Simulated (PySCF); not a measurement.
Sulfur hexafluoride, SF6.
SMILES: `FS(F)(F)(F)(F)F`

Level of theory: PySCF, TDDFT CAM-B3LYP/def2-SVPD, vertical, gas phase, core orbitals frozen in the response. Isolated species at its GFN2-xTB geometry, gas phase.

| state | E (eV) | λ (nm) | f | main configurations (H = HOMO, L = LUMO) |
| --- | --- | --- | --- | --- |
| S1 | 8.36 | 148.3 | 0.0000 | H-2/H-1/H→L (≥93%) |
| S2 | 8.36 | 148.3 | 0.0000 | H-2/H-1/H→L (≥93%) |
| S3 | 8.36 | 148.3 | 0.0000 | H-2/H-1/H→L (≥96%) |
| S4 | 9.41 | 131.7 | 0.0000 | H-3→L (95%) |
| S5 | 9.41 | 131.7 | 0.0000 | H-4→L (95%) |
| S6 | 9.41 | 131.7 | 0.0000 | H-5→L (95%) |

Triplets (Tamm–Dancoff): T1 7.85 eV, H-2/H-1/H→L (≥92%); T2 7.85 eV, H-2/H-1/H→L (≥92%); T3 7.85 eV, H-2/H-1/H→L (≥93%).

The lowest singlet level (S1/S2/S3) lies at 8.36 eV (148 nm, vacuum ultraviolet) and is dark (f under 0.0005). The largest oscillator strength of a single state is 0.0000. S1/S2/S3 and S4/S5/S6 lie within about 0.01 eV of each other in each set; the point group Oh has degenerate representations, and within a degenerate level the listed configurations can mix freely. Löwdin shares by element: HOMO (one of a set within 0.03 eV) fluorine 94% or more; LUMO fluorine 37% or more, sulfur 26% (atoms not listed hold the other 37%). The oscillator strengths of these states sum to 0.000; summed over the whole spectrum of an exact calculation they would give the number of electrons, 70 (Thomas–Reiche–Kuhn). The listed states span 1.05 eV, and the widest gap between neighbours is 1.05 eV (S3 to S4). Orbital energies (eV): HOMO-3 -15.35, HOMO-2 -14.27, HOMO-1 -14.26, HOMO -14.26, LUMO -1.37, LUMO+1 1.49, LUMO+2 1.66. Orbitals of the list HOMO-3 to LUMO+2 that lie within 0.01 eV of each other are written together with a slash and their weights summed (≥ marks a lower bound); for degenerate orbitals outside that list single weights are arbitrary. The window holds the lowest 8 singlets. The highest level found (9.78 eV, f 0.137 so far) is left out, since the window may have cut off a degenerate partner.
